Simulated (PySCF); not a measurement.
C₃H₇NSi, SMILES N#CCC[SiH3].

The structure is a stationary point at TPSSh-D3(BJ)/def2-SVP. The values are those of a single conformer.

Calculation: PBE/def2-TZVP (PySCF).

Question: Estimate the frontier levels, gap, dipole moment and polarisability. (The exact figures need the calculation; the answer reports its results.)

Answer: 
- highest occupied level: -7.74 eV
- lowest empty level: -0.83 eV
- orbital gap: 6.91 eV
- dipole moment: 4.00 D
- quadrupole, principal values (traceless, Buckingham form, about the centre of nuclear charge): -12.67, 4.97, 7.70 D·Å
- mean static polarisability: 67.3 bohr³ (9.97 Å³)
- polarisability, principal values: 56.7, 67.4, 77.7 bohr³
